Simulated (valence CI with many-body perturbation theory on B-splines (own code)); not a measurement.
E1 line list for Sm²⁹⁺

Calculated by relativistic CI+MBPT: five valence electrons over a frozen Dirac-Fock core [Ar] 3d10, radial functions for each j: 11 s, 11 p, 10 d, 8 f, 5 g, 2 h, with the one-electron correlation potential Σ1, the two-electron term Σ2, the three-electron term Σ3, Breit, model QED; selected CI, second order for the rest, scaled by the run's own slope (own B-spline code, finite nucleus).

No measured spectrum was set against this ion. As an estimate, large intervals hold to a few tenths of a per cent, small ones and those within an open d or f shell to about a per cent. Among the levels kept, up to 2200 cm⁻¹ of a level comes from second order outside the variational space, and about a tenth of that is noise between levels of different J, which matters for small intervals.

Lines 151 to 200 of 552 in falling wavelength, among levels below 2611100 cm⁻¹, chosen from the strongest by gf and those to the six lowest levels. Wavelengths and rates use the calculated energies. Electric multipoles are in the length gauge with retardation, E1 and E2 with the static RPA response of the core. Weak lines are less certain than strong ones. Lines between different terms over intervals too small for the method are left out, as are lines whose strength nearly cancels. Where a level lies close to another of its J and parity, the split of strength between their lines is uncertain. The highest levels of a list are the least certain.

Levels are named by their leading jj configuration (3d3/2^4 stands for four electrons in 3d with j = 3/2), which in mixed levels can hold well under half, so a name can repeat and another be missing. Letters in brackets count levels of one name in rising energy.

| λ vac (nm) | Upper | Lower | A (s⁻¹) | S (a.u.) |
| --- | --- | --- | --- | --- |
| 10.12 | (4s 4p1/2 4p3/2^2 4d5/2) J=3/2 [d] | (4s 4p1/2 4p3/2^3) J=3/2 [b] | 2.81e+10 | 5.76e-02 |
| 10.11 | (4s 4p1/2 4p3/2^2 4d5/2) J=7/2 [f] | (4s^2 4p1/2 4p3/2 4d5/2) J=7/2 [a] | 1.65e+10 | 6.74e-02 |
| 10.10 | (4s 4p1/2 4p3/2^2 4d5/2) J=5/2 [d] | (4s^2 4p1/2 4p3/2 4d3/2) J=5/2 | 1.86e+10 | 5.67e-02 |
| 10.07 | (4s^2 4p1/2 4d3/2 4d5/2) J=7/2 | (4s^2 4p1/2 4p3/2 4d5/2) J=5/2 [b] | 1.85e+10 | 7.45e-02 |
| 10.07 | (4s 4p1/2^2 4p3/2 4d5/2) J=5/2 [a] | (4s 4p1/2^2 4p3/2^2) J=5/2 | 6.41e+10 | 1.94e-01 |
| 10.04 | (4s^2 4p1/2 4p3/2 4f5/2) J=5/2 [c] | (4s^2 4p1/2 4p3/2 4d5/2) J=5/2 [c] | 2.58e+10 | 7.75e-02 |
| 10.03 | (4s 4p1/2^2 4p3/2 4d5/2) J=1/2 | (4s 4p1/2^2 4p3/2^2) J=1/2 | 8.13e+10 | 8.10e-02 |
| 10.02 | (4s^2 4p3/2 4d3/2^2) J=7/2 | (4s^2 4p3/2^2 4d5/2) J=9/2 | 3.07e+10 | 1.22e-01 |
| 10.01 | (4s^2 4p1/2 4p3/2 4f7/2) J=9/2 [a] | (4s^2 4p1/2 4p3/2 4d5/2) J=7/2 [b] | 1.53e+10 | 7.56e-02 |
| 10.01 | (4s^2 4p1/2 4p3/2 4f5/2) J=5/2 [a] | (4s^2 4p1/2 4p3/2 4d5/2) J=7/2 [b] | 1.21e+11 | 3.58e-01 |
| 9.995 | (4s 4p1/2 4p3/2^2 4d5/2) J=5/2 [c] | (4s^2 4p1/2 4p3/2 4d3/2) J=3/2 [a] | 2.00e+10 | 5.93e-02 |
| 9.980 | (4s 4p1/2^2 4p3/2 4d3/2) J=5/2 [b] | (4s 4p1/2^2 4p3/2^2) J=5/2 | 7.17e+08 | 2.11e-03 |
| 9.949 | (4s 4p1/2 4p3/2^2 4d3/2) J=3/2 [b] | (4s^2 4p1/2^2 4d3/2) J=3/2 | 7.32e+10 | 1.42e-01 |
| 9.936 | (4s^2 4p1/2^2 4d5/2) J=5/2 | (4s^2 4p1/2^2 4p3/2) J=3/2 | 1.02e+11 | 2.96e-01 |
| 9.934 | (4s^2 4p3/2 4d3/2 4d5/2) J=5/2 [d] | (4s^2 4p3/2^2 4d3/2) J=3/2 [b] | 1.96e+10 | 5.70e-02 |
| 9.919 | (4s^2 4p1/2 4p3/2 4d5/2) J=5/2 [a] | (4s^2 4p1/2 4p3/2^2) J=3/2 | 5.33e+10 | 1.54e-01 |
| 9.913 | (4s 4p1/2 4p3/2^2 4d3/2) J=3/2 [a] | (4s 4p1/2^2 4p3/2^2) J=1/2 | 2.82e+10 | 5.42e-02 |
| 9.901 | (4s^2 4p1/2 4d3/2 4d5/2) J=5/2 | (4s^2 4p1/2 4p3/2 4d3/2) J=3/2 [b] | 2.06e+10 | 5.93e-02 |
| 9.901 | (4s^2 4p3/2 4d3/2^2) J=7/2 | (4s^2 4p3/2^2 4d5/2) J=7/2 | 1.57e+10 | 6.03e-02 |
| 9.898 | (4s^2 4p3/2 4d3/2 4d5/2) J=7/2 [b] | (4s^2 4p3/2^2 4d3/2) J=7/2 | 7.65e+10 | 2.93e-01 |
| 9.889 | (4s^2 4p3/2^2 4d3/2) J=3/2 [b] | (4s^2 4p3/2^3) J=3/2 | 2.48e+10 | 4.73e-02 |
| 9.881 | (4s^2 4p1/2 4p3/2 4f5/2) J=5/2 [b] | (4s^2 4p1/2 4p3/2 4d5/2) J=7/2 [b] | 3.54e+10 | 1.01e-01 |
| 9.880 | (4s 4p1/2 4p3/2^2 4d5/2) J=1/2 [a] | (4s 4p1/2 4p3/2^3) J=3/2 [a] | 1.07e+11 | 1.02e-01 |
| 9.864 | (4s^2 4p1/2 4p3/2 4d5/2) J=5/2 [b] | (4s^2 4p1/2 4p3/2^2) J=5/2 | 1.21e+11 | 3.43e-01 |
| 9.859 | (4s^2 4p1/2 4p3/2 4f7/2) J=7/2 [a] | (4s^2 4p1/2 4p3/2 4d5/2) J=7/2 [b] | 2.13e+10 | 8.04e-02 |
| 9.847 | (4s^2 4p3/2 4d3/2 4d5/2) J=5/2 [c] | (4s^2 4p3/2^2 4d3/2) J=3/2 [a] | 4.84e+10 | 1.37e-01 |
| 9.845 | (4s^2 4p3/2^2 4f5/2) J=9/2 | (4s^2 4p3/2^2 4d5/2) J=9/2 | 5.13e+10 | 2.42e-01 |
| 9.839 | (4s^2 4p1/2 4p3/2 4d3/2) J=3/2 [b] | (4s^2 4p1/2 4p3/2^2) J=3/2 | 5.78e+10 | 1.09e-01 |
| 9.838 | (4s^2 4p1/2 4d5/2^2) J=9/2 | (4s^2 4p1/2 4p3/2 4d5/2) J=9/2 | 3.80e+10 | 1.78e-01 |
| 9.835 | (4s^2 4p1/2 4p3/2 4f7/2) J=9/2 [b] | (4s^2 4p1/2 4p3/2 4d5/2) J=7/2 [b] | 2.22e+10 | 1.04e-01 |
| 9.834 | (4s^2 4p3/2 4d3/2 4d5/2) J=1/2 | (4s^2 4p3/2^2 4d3/2) J=3/2 [a] | 1.17e+11 | 1.10e-01 |
| 9.829 | (4s^2 4p1/2 4d5/2^2) J=3/2 | (4s^2 4p1/2 4p3/2 4d5/2) J=3/2 [a] | 5.98e+10 | 1.12e-01 |
| 9.821 | (4s^2 4p1/2 4d3/2 4d5/2) J=5/2 | (4s^2 4p1/2 4p3/2 4d5/2) J=5/2 [a] | 2.47e+10 | 6.93e-02 |
| 9.815 | (4s 4p1/2^2 4p3/2 4d5/2) J=3/2 [b] | (4s 4p1/2^2 4p3/2^2) J=1/2 | 7.10e+10 | 1.32e-01 |
| 9.813 | (4s 4p1/2 4p3/2^2 4d5/2) J=5/2 [h] | (4s 4p1/2 4p3/2^3) J=3/2 [b] | 7.09e+10 | 1.98e-01 |
| 9.811 | (4s^2 4p1/2 4d5/2^2) J=7/2 | (4s^2 4p1/2 4p3/2 4d5/2) J=9/2 | 3.34e+10 | 1.25e-01 |
| 9.806 | (4s 4p1/2 4p3/2^2 4d5/2) J=3/2 [b] | (4s 4p1/2 4p3/2^3) J=5/2 | 1.22e+11 | 2.26e-01 |
| 9.795 | (4s^2 4p1/2 4p3/2 4f5/2) J=5/2 [a] | (4s^2 4p1/2 4p3/2 4d5/2) J=5/2 [b] | 5.57e+10 | 1.55e-01 |
| 9.795 | (4s^2 4p1/2 4d5/2^2) J=1/2 | (4s^2 4p1/2 4p3/2 4d5/2) J=1/2 | 7.92e+10 | 7.34e-02 |
| 9.790 | (4s^2 4p1/2 4d3/2^2) J=3/2 | (4s 4p1/2 4p3/2^3) J=3/2 [b] | 4.22e+10 | 7.83e-02 |
| 9.788 | (4s^2 4p1/2 4p3/2 4f5/2) J=5/2 [b] | (4s^2 4p1/2 4p3/2 4d5/2) J=3/2 [a] | 3.13e+10 | 8.68e-02 |
| 9.787 | (4s^2 4p3/2 4d5/2^2) J=7/2 | (4s^2 4p3/2^2 4d5/2) J=9/2 | 2.04e+11 | 7.54e-01 |
| 9.767 | (4s^2 4p3/2 4d3/2 4d5/2) J=1/2 | (4s^2 4p3/2^2 4d3/2) J=1/2 | 8.05e+10 | 7.40e-02 |
| 9.747 | (4s^2 4p1/2 4p3/2 4d5/2) J=3/2 [a] | (4s^2 4p1/2 4p3/2^2) J=5/2 | 1.80e+11 | 3.29e-01 |
| 9.745 | (4s 4p1/2 4p3/2^2 4d5/2) J=5/2 [a] | (4s 4p1/2 4p3/2^3) J=3/2 [a] | 2.85e+10 | 7.81e-02 |
| 9.738 | (4s 4p1/2 4p3/2^2 4d5/2) J=5/2 [f] | (4s^2 4p1/2 4p3/2 4d3/2) J=5/2 | 6.48e+10 | 1.77e-01 |
| 9.730 | (4s^2 4p1/2 4p3/2 4d5/2) J=3/2 [b] | (4s^2 4p1/2 4p3/2^2) J=1/2 | 1.50e+11 | 2.72e-01 |
| 9.727 | (4s^2 4p1/2 4p3/2 4f7/2) J=5/2 [a] | (4s^2 4p1/2 4p3/2 4d5/2) J=5/2 [c] | 6.61e+10 | 1.80e-01 |
| 9.713 | (4s^2 4p3/2 4d3/2 4d5/2) J=3/2 [b] | (4s^2 4p3/2^2 4d3/2) J=5/2 | 1.57e+11 | 2.85e-01 |
| 9.713 | (4s^2 4p1/2 4d5/2^2) J=3/2 | (4s^2 4p1/2 4p3/2 4d5/2) J=5/2 [b] | 4.02e+10 | 7.27e-02 |
